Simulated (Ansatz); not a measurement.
Isolated molecules relaxed with PBE0-D4/def2-TZVP in Ansatz; ΔE leaves out vibrations. CBS: MP2 limit from def2 TZ/QZ plus the TZ coupled-cluster correction, frozen cores. DFT in def2-TZVPP. For Ti outer-core shells are correlated without core-valence functions, which leaves a few kJ/mol of doubt a bond. Scalar relativity is left out up to krypton. Each species was taken in one conformer, which may not be the lowest.

Consider the redistribution: `[CH3][Ti]([CH3])([CH3])[CH3]` + `CC1=CC(C)=[O+][Ti-]([OH])([OH])([OH])[O]1` → `CC1=CC(C)=[O+][Ti-]([CH3])([CH3])([CH3])[O]1` + `[CH3][Ti]([OH])([OH])[OH]`.

CCSD(T)/CBS gives -46.8 kJ/mol.

Task: Another level gave -40.4 kJ/mol. Which?
A. SCS-MP2/def2-TZVPP
B. PBE-D4/def2-TZVPP
C. revPBE-D4/def2-TZVPP
D. LC-ωPBE/def2-TZVPP

Result: D. LC-ωPBE -40.4, PBE-D4 -30.0, SCS-MP2/def2-TZVPP -46.9, revPBE-D4 -23.9 kJ/mol.

Largest T1 diagnostic among the species: 0.023, so the coupled-cluster value is less sure than usual.

From r2SCAN to r2SCAN0 (25 % exact exchange), in def2-TZVPP and without D4, ΔE moves by −5.0 kJ/mol. At CCSD(T), def2-SVP lies −8.9 kJ/mol from the extrapolated value and def2-TZVPP +3.8 kJ/mol. Leaving LDA and LC-ωPBE aside and taking each functional with its dispersion term where it has one, the values, not all of them listed here, spread over 16.8 kJ/mol, from ωB97M-V to revPBE-D4. LDA lies −6.5 kJ/mol from PBE without D4.
